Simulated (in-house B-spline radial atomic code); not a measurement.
Configurations of Sc⁵⁺, with energies counted from [Ne] 3s2 3p4. Level of theory: scalar-relativistic (X2C) B3LYP, spin-polarised, spherical fractional occupations, exact exchange averaged over the configuration, Fermi nucleus of rms radius 3.5459 fm; calculated with an all-electron radial atomic-structure program (B-spline basis). Shells without spins written out take the highest spin.

| configuration | E - E(ref) (eV) | highest orbital | its <r> (bohr) |
| --- | --- | --- | --- |
| [Ne] 3s1 3p5 | 23.143 | 3p down | 1.06 |
| [Ne] 3s2 3p3 4p1 | 61.304 | 4p up | 2.386 |
| [Ne] 3s1 3p4 4p1 | 84.077 | 4p up | 2.384 |
| [Ne] 3s1 3p4 4d1 | 94.461 | 4d up | 2.683 |

Task: Order these further configurations by energy, lowest first.
A. [Ne] 3s2 3p3 4d1
B. [Ne] 3s1 3p4 4f1
C. [Ne] 3s1 3p4 3d1
D. [Ne] 3s2 3p3 4f1

Result: C (51.765 eV), A (71.69 eV), D (78.318 eV), B (101.12 eV).
